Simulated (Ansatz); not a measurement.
```xyz
2

Cu    0.0000    0.0000   -1.2054
Cu    0.0000    0.0000    1.2054
```

Basis set: cc-pVDZ (spherical functions). Correlated methods keep 10 orbitals frozen. Charge 0, multiplicity 1.

Computed with Ansatz (development build ahead of 0.2.0); each method stands on the lowest determinant of its kind that the runs found. Restricted open shells among the atoms or ions are ROHF, correlated in semicanonical orbitals with singles.

The atomization energy at this shape (free ground-state atoms in the same class of orbitals less the molecule, no zero-point energy) of singlet Cu₂:

```
method  atomization energy
   RHF         49.0 kJ/mol
```

Problem. What does RHF-MP2 give?

Solution. 186.2 kJ/mol.
